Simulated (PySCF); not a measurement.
BiH and its ions

PBE0; PySCF, scalar-relativistic core potentials, basis sets Bi aug-cc-pVDZ-PP with ECP60, H aug-cc-pVDZ. Neutral (UKS): triplet (π ↑↑), Re = 1.804 Å, ωe = 1797 cm⁻¹, De = 2.32 eV, HOMO -6.15 eV, LUMO -2.74 eV.

BiH⁻ (UKS): doublet (π ↑), Re = 1.824 Å, ωe = 1679 cm⁻¹, De = 2.53 eV to Bi⁻ + H. The energies at the minima are -215.19989 hartree for BiH and -215.23578 for BiH⁻.

(1) Work out the adiabatic electron affinity, without and with harmonic zero-point energies (1 hartree = 27.2114 eV, 1 eV = 8065.5 cm⁻¹), and the change of the bond length.

These are scalar-relativistic numbers at best; spin–orbit coupling would shift them, the dissociation energy most. For an ion De counts to the pair picked by the measured ionisation energies or electron affinities, which need not be the lowest pair at this level. The highest Kohn–Sham level is positive in this anion. Much of that is self-interaction error, but it also means that the finite basis helps to hold the extra electron. States were picked by a PBE0 search and need not be the measured ground states.

Results:

(1) At PBE0: 0.03589 hartree = 0.977 eV between the minima; the zero-point term (1797.0 − 1679.0)/2 cm⁻¹ = +0.007 eV makes it 0.984 eV. Re changes by +2.0 pm against the neutral. The electron enters a π orbital, which is non-bonding in a hydride.
